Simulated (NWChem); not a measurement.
System: CHBr2Cl; SMILES ClC(Br)Br

NWChem input:

```
start job
memory heap 200 mb stack 900 mb global 1100 mb
geometry units angstroms noautosym nocenter noautoz
  Cl     2.084681    -0.092491     0.000000
  C      0.416975     0.502278     0.000000
  Br    -0.544414    -0.033718     1.615088
  Br    -0.544414    -0.033718    -1.615088
  H      0.437161     1.603975     0.000000
end
basis spherical
  * library def2-svp
end
dft
  xc hfexch
  iterations 150
end
property
  efieldgrad
end
task dft property
```

Geometry: optimised at PBE-D3(BJ)/def2-SVP.

Vzz is the largest principal value of the second derivative of the potential at the nucleus (NWChem prints the opposite sign); η is the asymmetry. Non-relativistic.

Atoms are numbered as in the input.

Task: Predict the main results of this run. (Hartree-Fock/def2-SVP.) Quantities: Vzz Cl1 (a.u.); η Cl1; Vzz Br4 (a.u.); η Br4.

Result: 
| Property | Value |
|---|---|
| Vzz Cl1 (a.u.) | 4.040 |
| η Cl1 | 0.02 |
| Vzz Br4 (a.u.) | 8.038 |
| η Br4 | 0.00 |
